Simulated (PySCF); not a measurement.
# Two-dimensional NMR puzzle

Compound of formula C₆H₈P₂. Correlations simulated from computed shifts and the bond graph:

HSQC (one-bond C–H):
```tsv
δH	δC
9.41	162.8
3.00	30.1
```

HMBC (two and three bonds, from the bond graph):
```tsv
δH	δC
9.41	183.5, 162.8, 30.1
3.00	183.5, 162.8
```

Carbons without hydrogens: δ 183.5.

[PySCF 2.14.0 with density-fitted response routines: shieldings: GIAO PBE0/pcSseg-1; geometry from GFN2-xTB; one computed conformer; no solvent model; equivalent nuclei averaged; non-relativistic Hamiltonian]

Chemical shifts δ = σref − σ; 1H and 13C vs TMS, all at this level.

Exchangeable hydrogens are left out of these lists.

**Question.** Which molecule is this?

**Answer.** SMILES Cc1cpcc(C)p1.

Numbering as in the mapped SMILES `[CH3:1][c:2]1[cH:3][p:4][cH:5][c:6]([CH3:7])[p:8]1`. Hydrogens are named by the atom that carries them.

- δC 183.5 is C2/C6, a substituted aromatic carbon.
- δC 162.8 is C3/C5, an aromatic CH (δH 9.41).
- δC 30.1 is C1/C7, a methyl carbon on an aromatic ring (δH 3.00).
- HMBC from δH 9.41 reaches the proton-free carbon C2/C6.
- HMBC from δH 3.00 reaches the proton-free carbon C2/C6.

The shifts were computed for this structure.

Shifts are as computed. Against solution values, carbons near 30 ppm lie about +3 ppm off and those near 130 ppm about +5 ppm. Of 1211 compounds with measured shifts, 218 miss one by over three times the rms of a fit or turn the order of signals round; such compounds aren't used in these exercises.
